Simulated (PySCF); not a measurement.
SMILES C=C[SiH2][SiH2]C#N, GFN2-xTB optimised geometry.

```
13

C      1.37    -0.88     0.00
C      0.05    -0.88     0.00
Si    -1.03     0.66     0.00
Si    -2.18     0.80    -2.01
C     -2.35    -0.92    -2.71
N     -2.43    -2.00    -3.10
H      1.94     0.03     0.02
H      1.95    -1.79    -0.02
H     -0.47    -1.84    -0.03
H     -0.18     1.84     0.21
H     -1.95     0.57     1.14
H     -1.53     1.54    -3.09
H     -3.57     1.27    -1.92
```

Density from PySCF with B3LYP/def2-TZVP at that geometry.

Minimum of the electron density along straight lines between bonded atoms, close to the bond critical point (lines longer than 1.1 times the sum of covalent radii, or with two minima, are not listed):

```csv
bond,length / Å,ρ at the minimum / e bohr⁻³,∇²ρ there / e bohr⁻⁵,position (fraction from the first atom)
C1–C2,1.324,(withheld),-1.12,0.50
C2–Si3,1.881,0.120,0.19,0.61
Si3–Si4,2.320,(withheld),-0.17,0.38
Si4–C5,1.868,0.108,0.28,0.39
C5–N6,1.146,0.508,(withheld),0.34
C1–H7,1.079,0.290,-1.04,0.64
C1–H8,1.079,0.289,-1.04,0.65
C2–H9,1.084,0.284,-0.99,0.64
Si3–H10,1.469,0.123,0.17,0.49
Si3–H11,1.471,0.123,0.18,0.49
Si4–H12,1.468,0.125,0.16,0.49
Si4–H13,1.468,0.125,0.18,0.49
```

### Question
Fill in the missing entries.

### Answer

- C1–C2, ρ at the minimum / e bohr⁻³: 0.358
- Si3–Si4, ρ at the minimum / e bohr⁻³: 0.097
- C5–N6, ∇²ρ there / e bohr⁻⁵: -0.13
